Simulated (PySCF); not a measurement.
# Electric field gradients and quadrupole coupling constants

C8H16OSi.
Cartesian coordinates in Å at the PBE0-D3(BJ)/def2-SVP level; atoms count from 1:
```
atom  x, y, z in Å
C1     2.0411    0.2676    1.6300
C2     1.6030    0.5649    0.3990
C3     2.5517    1.0852   -0.6452
C4     0.1666    0.4151   -0.0385
C5    -0.4291    1.7680   -0.5020
C6    -0.4240    2.8538    0.5636
C7    -0.7555   -0.2844    0.9804
C8    -1.9694   -0.8517    0.2440
O9    -1.5424   -1.4242   -0.9781
Si10  -0.0471   -0.8383   -1.4685
H11    3.0982    0.3747    1.8876
H12    1.3767   -0.0879    2.4198
H13    2.4983    0.4897   -1.5742
H14    3.5912    1.0648   -0.2909
H15    2.3127    2.1239   -0.9266
H16   -1.4613    1.6028   -0.8568
H17    0.1197    2.1255   -1.3885
H18   -1.0204    2.5694    1.4440
H19   -0.8461    3.7911    0.1705
H20    0.5979    3.0623    0.9164
H21   -0.2066   -1.1212    1.4425
H22   -1.0634    0.3867    1.7996
H23   -2.4705   -1.6264    0.8469
H24   -2.7184   -0.0626    0.0434
H25   -0.1322   -0.2128   -2.8222
H26    0.9814   -1.9215   -1.4894
```

Field gradients from the PBE0/pcSseg-1 density (PySCF, non-relativistic), principal values in atomic units, ordered |Vxx| ≤ |Vyy| ≤ |Vzz|:

| atom | Vxx | Vyy | Vzz |
| --- | --- | --- | --- |
| O9 | -0.4407 | -1.2636 | 1.7043 |

Problem. Find the asymmetry η = (Vxx − Vyy)/Vzz and the couplings χ = eQV/h (234.96 MHz × Q in barn × V in au), with Q(17O) = −0.0256 b.

Solution. 
```
atom         environment  nucleus     η  χzz (MHz)  χxx (MHz)  χyy (MHz)
  O9  silyl ether oxygen      17O  0.48     -10.25       2.65       7.60
```

Problem. What is Vzz at O9 in SI units (1 au = 9.71736 × 10²¹ V/m²)?

Solution. 1.7043 au = 16.561 × 10²¹ V/m².

Problem. And the gradient at the other heavy atoms, for which no coupling is worked out here?

Solution. 
```
atom                      environment  Vzz (au)     η
  C1             terminal =CH2 carbon     0.223  0.50
  C2  fully substituted alkene carbon     0.313  0.63
  C3                   allylic carbon    -0.042  0.95
  C4      sp3 carbon bound to silicon    -0.106  0.17
  C5                 chain CH2 carbon     0.075  0.59
  C6                    methyl carbon     0.045  0.38
  C7                  ring CH2 carbon     0.056  0.86
  C8       sp3 carbon bound to oxygen     0.391  0.16
Si10             oxygen-bound silicon     0.516  0.11
```

Were the hydrogens deuterons (Q(2H) = 0.00286 b), χzz would run from 93 kHz (H26 and H25) to 209 kHz (H12).

Geometry: PBE0-D3(BJ)/def2-SVP, one conformer, isolated molecule. The basis is small and wasn't made for field gradients, so the couplings can be 20 % off.
